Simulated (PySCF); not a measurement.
Cd(Et) (C2H5Cd), SMILES C[CH2][Cd+], charge +1.

Geometry optimised at PBE0-D3(BJ)/def2-TZVP. The spin state was assumed, not searched. The isomer is the one that the SMILES or the coordinates give; other isomers of the formula were not compared. The def2 effective core potentials stand for the cores of Cd; spin–orbit coupling is left out.

These are IEF-PCM-M06-2X/def2-SVP in PySCF values and carry that method's errors.

The values are the electrostatic part of the solvation free energy, E(continuum) − E(gas) at the gas-phase geometry, in a cavity of scaled van der Waals radii (PySCF's table); cavitation and dispersion terms are not included. A continuum can't describe solvent molecules that bind to the metal. In vacuum the orbital gap is 5.77 eV.

```json
[
 {"solvent": "water", "ε": "78.36", "ΔG(elec) (kcal/mol)": "-77.6", "gap (eV)": "6.22"},
 {"solvent": "N,N-dimethylformamide", "ε": "37.22", "ΔG(elec) (kcal/mol)": "-76.3", "gap (eV)": "6.20"},
 {"solvent": "benzene", "ε": "2.27", "ΔG(elec) (kcal/mol)": "-41.5", "gap (eV)": "5.88"}
]
```
